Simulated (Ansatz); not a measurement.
Computed with Ansatz.

A structure relaxed at PBE0-D4/def2-TZVP, charge 0, multiplicity 1:

```xyz
15

C    -1.852   -0.936   -0.995
C    -1.094   -1.153    0.076
Si    0.261   -0.002    0.628
N     1.638   -1.007    0.866
O    -0.061    0.775    2.049
Si    0.557    1.766   -0.889
H    -2.641   -1.618   -1.300
H    -1.721   -0.057   -1.623
H    -1.285   -2.055    0.659
H     1.752   -1.831    0.296
H     2.532   -0.606    1.102
H    -0.030    0.233    2.841
H     1.723    2.590   -0.465
H     0.850    1.242   -2.254
H    -0.631    2.659   -0.991
```

(1) Give its formula and SMILES.

(2) Point group (tolerance 0.08 Å, 0.16 Å for H)?

(3) Summarise the bond lengths by kind.

## Answers

(1) C2H9NOSi2, `C=C[Si](N)(O)[SiH3]`.

(2) C1.

(3) 1 × C–C 1.330 Å; 3 × C–H 1.087 to 1.091 Å; 1 × C–Si 1.861 Å; 1 × N–Si 1.722 Å; 1 × O–Si 1.651 Å; 1 × Si–Si 2.349 Å; 2 × H–N 1.008 Å; 1 × H–O 0.960 Å; 3 × H–Si 1.489 to 1.491 Å.
